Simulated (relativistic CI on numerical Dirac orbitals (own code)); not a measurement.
**Slater and spin-orbit integrals, Os²⁴⁺**

Calculated at this level of theory: Dirac-Coulomb-Breit CI, separate exchange-only KLI orbitals for each configuration, model QED (radiative potential, 1s self-energy scaled to tabulated hydrogen-like ionisation energies), unscaled Slater integrals (own radial code, finite nucleus).

Slater integrals F^k, G^k are unscaled and averaged over j, outside the closed core [Ar] 3d10 4p6 4d10; ζ comes from projecting the Hamiltonian with its Breit term on Σ l·s of the shell.

- 4s²4f⁶: F^2(4f,4f) = 231290, F^4(4f,4f) = 149950, F^6(4f,4f) = 109390, ζ(4f) = 8466.7 cm⁻¹; <r>(4f) = 0.4476, <r^2>(4f) = 0.2315 (bohr units).
- 4s²4f⁵5s: F^2(4f,4f) = 233940, F^4(4f,4f) = 151780, F^6(4f,4f) = 110760, ζ(4f) = 8694.2, G^3(4f,5s) = 34365 cm⁻¹; <r>(4f) = 0.4433, <r^2>(4f) = 0.227, <r>(5s) = 0.7961, <r^2>(5s) = 0.7058 (bohr units).
- 4s²4f⁴5s²: F^2(4f,4f) = 236840, F^4(4f,4f) = 153780, F^6(4f,4f) = 112260, ζ(4f) = 8924.5 cm⁻¹; <r>(4f) = 0.4388, <r^2>(4f) = 0.2221 (bohr units).

Averages of the first 6 configurations, taken without configuration mixing, which lowers the lowest level and can move excited configurations by several eV; other configurations of the list can lie among them:

```
Configuration  Parity  States  Average energy above the lowest level (eV)
       4s²4f⁶    even    3003                                        24.2
     4s²4f⁵5s     odd    4004                                       113.3
    4s²4f⁴5s²    even    1001                                       212.2
     4s²4f⁵6s     odd    4004                                       369.7
        4s4f⁷     odd    6864                                       649.3
          4f⁸    even    3003                                      1276.9
```
